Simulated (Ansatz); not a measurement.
(1) Predict a relaxed structure of `c1csc(-c2cnc(-c3cnc(-c4cnc(-c5cncs5)s4)s3)s2)n1`, charge 0, singlet, at r2SCAN-D4/def2-SVP (Ansatz).

Answers

(1) 
```xyz
32

C     0.982    8.087    1.334
C     2.243    7.776    0.877
S     2.331    6.096    0.509
C     0.649    5.932    1.002
C    -0.053    4.673    0.968
C    -1.375    4.452    1.342
N    -1.825    3.187    1.227
C    -0.893    2.378    0.768
C    -1.103    0.973    0.548
C    -2.283    0.270    0.780
N    -2.257   -1.048    0.504
C    -1.080   -1.429    0.052
C    -0.776   -2.783   -0.320
C    -1.648   -3.868   -0.264
N    -1.149   -5.055   -0.664
C     0.107   -4.953   -1.043
C     0.888   -6.067   -1.518
C     0.457   -7.381   -1.651
N     1.378   -8.261   -2.123
C     2.514   -7.669   -2.361
S     2.547   -5.960   -2.021
S     0.763   -3.323   -0.920
S     0.101   -0.125   -0.058
S     0.646    3.171    0.442
N     0.099    7.056    1.402
H     0.667    9.090    1.635
H     3.102    8.432    0.741
H    -2.022    5.251    1.709
H    -3.186    0.749    1.164
H    -2.679   -3.777    0.083
H    -0.555   -7.704   -1.397
H     3.407   -8.168   -2.746
```
Point group Cs (tolerance 0.1 Å). This is one stationary point.

Single mean-field runs in def2-SVP are fitted with def2-universal-jkfit.
